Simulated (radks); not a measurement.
Question: These are the eigenvalues of the occupied orbitals of an atom or ion with whole-number occupations (Ry). All-electron calculation, Dirac Kohn-Sham, PBE, spin-unpolarised, spherical densities, finite nucleus; Fermi nuclear charge, rms radius of each element as measured or else 0.836 A^(1/3) + 0.57 fm. Program: a radial shooting solver on a logarithmic mesh with Libxc functionals.

orbital  eigenvalue
1s1/2     -3555.283
2s1/2     -587.2379
2p1/2     -557.3575
2p3/2     -509.7359
3s1/2     -132.7588
3p1/2     -119.8481
3p3/2     -110.1429
3d3/2     -87.78836
3d5/2     -85.67763
4s1/2     -29.87904
4p1/2     -24.88069
4p3/2     -22.71744
4d3/2     -14.47296
4d5/2     -14.08060
5s1/2      -6.96130
5p1/2      -5.48572
5p3/2      -5.12856
4f5/2      -4.37828
6p1/2      -2.09361

Which element is it, and in what charge state? The configuration may be excited. Open shells, if any, fill j = l - 1/2 first.

Answer: Z = 63, europium, charge +4: Eu4+ in [Kr] 4d10 4f5 5s2 5p5 6p1. The list shows which subshells hold electrons but not how many an open one holds; the 1s level, -1777.6 hartree, gives Z - s = 59.6 by -(Z - s)^2/2, which with screening and relativity narrows Z to a few neighbours, and the depths of the outer levels then fix element, charge and occupations together.
